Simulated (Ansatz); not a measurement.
`F[SiH]([SiH3])[CH2][AlH2]` → Al• + C• + F• + 8 H• + 2 Si•  (atomization)

Calculated with Ansatz (gas phase, PBE0-D4/def2-TZVP geometries, no zero-point term in ΔE). CCSD(T)/CBS adds triple-zeta CCSD(T) − MP2 to the extrapolated MP2 energy (def2 sets, frozen cores). This one scheme is used for every species, atoms too. Functionals use def2-TZVPP. B3LYP here is the variant with VWN-RPA as its local correlation; programs differ in this. No spin–orbit coupling; open shells (•) take unrestricted orbitals. Spin–orbit coupling would lower the free atoms: a little for Al, C, F, Si. Each species was taken in one conformer, which may not be the lowest.

| level | ΔE (eV) | difference from CCSD(T)/CBS |
| --- | --- | --- |
| PBE-D4 | 43.27 | -0.29 |
| r2SCAN-D4 | 43.54 | -0.02 |
| PBE0-D4 | 43.02 | -0.54 |
| B3LYP-D4 | 43.29 | -0.27 |
| ωB97X-V | 43.75 | 0.19 |
| ωB97M-V | 43.51 | -0.05 |
| B2PLYP | 42.76 | -0.80 |
| PBE | 42.93 | -0.63 |
| PBE0 | 42.73 | -0.83 |
| HF/def2-TZVPP | 33.03 | -10.53 |
| CCSD/def2-TZVPP | 41.98 | -1.58 |
| CCSD(T)/def2-TZVPP | 42.44 | -1.12 |
| MP2/def2-QZVPP | 43.25 | -0.31 |
| SCS-MP2/def2-QZVPP | 43.45 | -0.11 |
| HF/CBS(def2) | 33.14 | -10.42 |
| CCSD/CBS(def2) | 43.10 | -0.46 |
| CCSD(T)/CBS | 43.56 | 0 |

Largest T1 diagnostic among the species: 0.018.

In def2-TZVPP, CCSD(T) changes the Hartree–Fock value by +9.40 eV (the triples alone add +0.46 eV) and MP2 by +9.54 eV; breaking electron pairs costs correlation energy, which Hartree–Fock lacks. From PBE to PBE0 (25 % exact exchange), in def2-TZVPP and without D4, ΔE moves by −0.20 eV: exact exchange takes away binding that semilocal exchange gives to molecules. The D4 term adds +0.55 eV with B3LYP and +0.29 eV with PBE0; it sums over pairs of atoms, weighted by their polarisabilities, and B3LYP, whose exchange is more repulsive, gets the larger term.

For atomizations the MP2-based limit and the directly extrapolated one differ by several kJ/mol either way, and by 10 to 25 for some Ge, Se and Sn compounds, so smaller differences from it don't rank the levels.
